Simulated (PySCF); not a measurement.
Worked example: chemical shift, span and skew from a shielding tensor

C2H7ClSi3, SMILES Cl[Si@@H]1C=C[SiH2][SiH2]1. Atoms are numbered in the order given.

```xyz
13

Cl     2.3833     0.4487    -1.0253
Si     1.0477    -0.0055     0.5079
C      0.2523    -1.6683     0.1510
C     -1.0741    -1.8012    -0.0518
Si    -2.2815    -0.3465    -0.0027
Si    -0.8183     1.4159     0.5087
H      1.8463    -0.0524     1.7678
H      0.8912    -2.5614     0.0948
H     -1.4719    -2.8052    -0.2608
H     -2.9810    -0.2082    -1.3178
H     -3.3219    -0.5756     1.0482
H     -0.7330     2.4738    -0.5403
H     -1.0850     2.0237     1.8475
```
Charge 0, spin multiplicity 1.

Geometry: PBE0-D3(BJ)/def2-SVP. The structure was generated by enumeration; whether it is a known compound was not checked.

GIAO shieldings from PBE0/pcSseg-1 in PySCF, non-relativistic, no solvent. The symmetric part of the tensor of C3 has the principal values -94.9, -2.5, 162.1 ppm. The same nucleus in TMS has σ = 186.3 ppm at this level (PySCF, at its B3LYP-D3(BJ)/def2-TZVP geometry). Without spin–orbit terms, shifts of atoms bonded to Cl or Br come out too high.

### Question
Work out the isotropic shielding, the ¹³C shift against TMS, the span and the skew.

### Answer

σ(iso) = (σ11 + σ22 + σ33)/3 = 21.6 ppm. δ = σ(ref) − σ(iso) = 186.3 − (21.6) = 164.7 ppm.
Span Ω = σ33 − σ11 = 257.0 ppm. Skew κ = 3(σ(iso) − σ22)/Ω = 0.28. Tumbling in solution averages the tensor to δ; in a static solid the shielding alone would spread this spin-1/2 line over Ω.
